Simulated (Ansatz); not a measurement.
Two isomers of C2H10GeSi: A = `C[CH]([SiH3])[GeH3]`, B = `[SiH3]C[CH2][GeH3]`.

Gas-phase electronic energies from Ansatz, PBE0-D4/def2-TZVP geometries. CBS: MP2 limit from def2 TZ/QZ plus the TZ coupled-cluster correction, frozen cores. DFT in def2-TZVPP. B3LYP here is the variant with VWN-RPA as its local correlation; programs differ in this. For Ge outer-core shells are correlated without core-valence functions, which leaves a few kJ/mol of doubt a bond. Scalar relativity is left out up to krypton. Each species was taken in one conformer, which may not be the lowest.

Question: Which is lower in electronic energy at CCSD(T)/CBS, and by how much? (An estimate is asked.)

Answer: Computed: A, by 7.7 kJ/mol.

Question: Give E(B) − E(A) in kJ/mol with B2PLYP, B3LYP-D4, CCSD/def2-TZVPP, PBE0-D4, MP2/def2-TZVPP, r2SCAN-D4, B3LYP. (An estimate is asked.)

Answer: The calculation gave: B2PLYP 3.9, B3LYP-D4 5.1, CCSD/def2-TZVPP 5.9, PBE0-D4 5.9, MP2/def2-TZVPP 8.6, r2SCAN-D4 5.9, B3LYP 1.0. None reverses the order clearly.

Largest T1 diagnostic: 0.011.

In def2-TZVPP, CCSD(T) changes the Hartree–Fock value by +5.7 kJ/mol (the triples alone add +1.1 kJ/mol) and MP2 by +7.3 kJ/mol. The D4 term adds +4.1 kJ/mol with B3LYP and +2.2 kJ/mol with PBE0; it sums over pairs of atoms, weighted by their polarisabilities, and B3LYP, whose exchange is more repulsive, gets the larger term.
